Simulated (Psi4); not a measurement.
C5H10O2, triplet, geometry from GFN2-xTB (a higher spin typed on purpose: for a closed-shell molecule this is an excited state), with bond 16-4 at 1.3 times its length. Base run: BLYP/STO-3G in Psi4.

Geometry (Å):
```xyz
17

C     -0.7363     0.1803     1.5016
C     -0.6052     0.1841    -0.0050
C     -1.5603    -0.7729    -0.6832
C     -0.6417     1.5677    -0.6175
C      0.9685    -0.3493    -0.3969
O      1.8422     0.5566     0.1361
O      1.0255    -1.5964    -0.1999
H     -0.0659     0.9071     1.9563
H     -1.7593     0.4370     1.7804
H     -0.5193    -0.8094     1.8996
H     -2.5797    -0.4006    -0.5759
H     -1.4964    -1.7624    -0.2396
H     -1.3347    -0.8571    -1.7433
H      0.1151     2.2138    -0.1810
H     -0.4819     1.5202    -1.6917
H     -1.9189     2.1361    -0.3779
H      2.2552     0.2055     0.9438
```
Charge 0, spin multiplicity 3.
Orbitals are unrestricted.
All else is at Psi4's defaults (density fitting).
Base energy -342.17056 Eh.

Variants of this job, named by their change:

```tsv
change	ΔE vs base (µEh)	SCF cycles	grid points	basis functions
base	0.0	10	355824	45
df_basis_scf = cc-pvtz-jkfit	2022	10	355824	45
dft_radial_points = 50	-1.8	10	240946	45
dft_radial_points = 35	80.1	10	169407	45
dft_basis_tolerance = 1e-8	0.0	10	352161	45
dft_spherical_points = 974	8.6	10	1144873	45
dft_radial_points = 150	0.1	10	705651	45
diis_max_vecs = 3	0.0	21	355824	45
dft_radial_scheme = multiexp	0.9	10	380032	45
scf_type = pk	2417	10	355824	45
dft_spherical_points = 590	7.9	10	694206	45
scf_initial_accelerator = none	0.0	10	355824	45
dft_radial_scheme = mura	0.3	10	362501	45
```

Open shells are given as the SCF converged; they aren't shown to be the lowest states, and a large step between rows can be another state.
